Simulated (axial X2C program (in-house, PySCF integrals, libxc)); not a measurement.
**Potential curves of CoSi, 2c**

Computed with an in-house relativistic program for diatomic molecules. Two-component (2c) means X2C with spin–orbit coupling and atomic mean-field two-electron Coulomb and Gaunt terms. Basis: Co dyall-cv3z [9s10p6d3f2g], Si dyall-v3z [8s7p2d1f] (cores contracted in-house); Gaussian nuclei, density fitting, unrestricted open shells. Masses: Co 58.933 u, Si 27.977 u.

State: Ω = 7/2 (⟨Sz⟩ = 0.50, ⟨Lz⟩ = 3.00 at PBE0). Energies in eV from the lowest point of each curve. Fits are polynomials in 1 − R0/R over 0.85 to 1.23 times the lowest point R0.

| R (Å) | PBE0 | BP86 |
| --- | --- | --- |
| 1.9671 | 0.5100 | 0.2569 |
| 2.0575 | 0.2129 | 0.0753 |
| 2.1253 | 0.0840 | 0.0136 |
| 2.1932 | 0.0175 | 0.0000 |
| 2.2610 | 0.0000 | 0.0235 |
| 2.3401 | 0.0268 | 0.0864 |
| 2.4193 | 0.0913 | 0.1773 |
| 2.5210 | 0.2121 | 0.3211 |
| 2.6454 | 0.3953 | 0.5206 |
| 2.8262 | 0.6911 | 0.8252 |

Occupations by symmetry block were frozen at the best pattern of an incomplete PBE0 search. Density functionals use the spin component along the axis (collinear). Other states lie close and PBE0, whose exact exchange favours high spin, may order them wrongly; the determinant shown need not be the ground state. The nearest other spin-free determinant of the search, M_S = 3/2, Λ = 1, lies 0.05 eV up at the distance of the search. The functionals have no current-density term, which raises determinants with orbital currents, atoms included. With several unpaired electrons one determinant need not be a pure state. A state of lower Ω lies just above, and one determinant can place such states too high, so the state shown need not be the lowest. The search has Ω = 5/2 only 0.05 eV up. At some level and bond length an empty orbital lies below a filled one. The determinant is spin-polarised beyond a pure state at some levels (its spin-free form has ⟨S²⟩ too high), which makes Re and μ there less reliable.

(1) What are Re and ωe at the PBE0 level?

(2) What are Re and ωe at the BP86 level?

Results:

(1) At PBE0, 2c: Re = 2.255 Å, ωe ≈ 346 cm⁻¹; Be follows as 0.175 cm⁻¹.

(2) At BP86, 2c: Re = 2.181 Å, ωe ≈ 347 cm⁻¹; Be follows as 0.187 cm⁻¹.
